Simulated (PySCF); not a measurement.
Job file and geometry (Å, from GFN2-xTB) of an NMR shielding run on `B[SiH]1CC1`, C₂H₇BSi, GIAO PBE0/pcSseg-1 NMR shielding, non-relativistic, gas phase (PySCF 2.14.0, density-fitted response routines); density fitting, a coarse starting grid and PySCF grid level 2 are the driver's defaults:

```
$ OMP_NUM_THREADS=1 python probes_run.py task.json out

{"job": {"kind": "nmr", "xc": "PBE0", "basis": "pcSseg-1"}, "charge": 0, "multiplicity": 1}
B      2.112943    -0.140722    -0.035199
Si     0.374141     0.020785     0.715224
C     -1.058355     0.801685    -0.302358
C     -1.156246    -0.685946    -0.209655
H      2.289766    -0.228855    -1.189808
H      3.060271    -0.157185     0.654751
H     -0.005358     0.131188     2.130556
H     -1.806350     1.372153     0.226652
H     -0.837284     1.216280    -1.274336
H     -1.968758    -1.083290     0.378974
H     -0.999347    -1.243422    -1.120763
```

Question: Write the output of this run.

Answer: 
```
coarse grid: 9224 points
cycle   1  E = -394.3508185053  dE =  2.282e-01  |g| = 3.303e-01  |ddm| = 2.879e+00
cycle   2  E = -394.3151700365  dE =  3.565e-02  |g| = 4.760e-01  |ddm| = 7.586e-01
cycle   3  E = -394.3805062088  dE = -6.534e-02  |g| = 7.225e-02  |ddm| = 5.551e-01
cycle   4  E = -394.3824818042  dE = -1.976e-03  |g| = 1.754e-02  |ddm| = 1.246e-01
cycle   5  E = -394.3826023157  dE = -1.205e-04  |g| = 2.674e-03  |ddm| = 2.314e-02
cycle   6  E = -394.3826047973  dE = -2.482e-06  |g| = 4.312e-04  |ddm| = 5.361e-03
final grid: 83160 points
cycle   7  E = -394.4049252964  dE = -2.321e-05  |g| = 6.441e-03  |ddm| = 1.838e-02
cycle   8  E = -394.4049127402  dE =  1.256e-05  |g| = 9.192e-03  |ddm| = 1.356e-02
cycle   9  E = -394.4049359744  dE = -2.323e-05  |g| = 1.424e-03  |ddm| = 9.712e-03
cycle  10  E = -394.4049367634  dE = -7.890e-07  |g| = 1.357e-04  |ddm| = 2.071e-03
cycle  11  E = -394.4049367702  dE = -6.831e-09  |g| = 3.008e-05  |ddm| = 2.284e-04
cycle  12  E = -394.4049367705  dE = -2.840e-10  |g| = 6.115e-06  |ddm| = 5.913e-05
converged SCF energy = -394.4049367705

GIAO shielding tensors (ppm)
atom      isotropic    diamagn.    paramagn.     s11        s22        s33       span
  0 B      -11.025     197.049    -208.074   -150.387    -31.118    148.429    298.816
  1 Si     511.410     882.982    -371.572    376.266    378.250    779.714    403.447
  2 C      169.811     254.707     -84.895    154.783    174.046    180.606     25.823
  3 C      169.830     254.713     -84.883    154.710    174.248    180.532     25.821
  4 H       21.615      30.126      -8.510      7.932     28.115     28.799     20.867
  5 H       21.718      29.390      -7.672      9.514     27.518     28.121     18.607
  6 H       29.237      29.773      -0.536     22.953     26.504     38.254     15.302
  7 H       30.182      30.791      -0.609     25.544     25.729     39.273     13.728
  8 H       30.017      31.689      -1.673     25.188     25.987     38.875     13.686
  9 H       30.195      30.800      -0.606     25.542     25.748     39.293     13.751
 10 H       30.017      31.696      -1.679     25.191     25.987     38.873     13.681
```

Size and cost of the density-fitted run: 110 basis functions, 7.8 s wall time on 1 thread of an Arm Neoverse V2, shared host; peak memory 0.5 GiB.
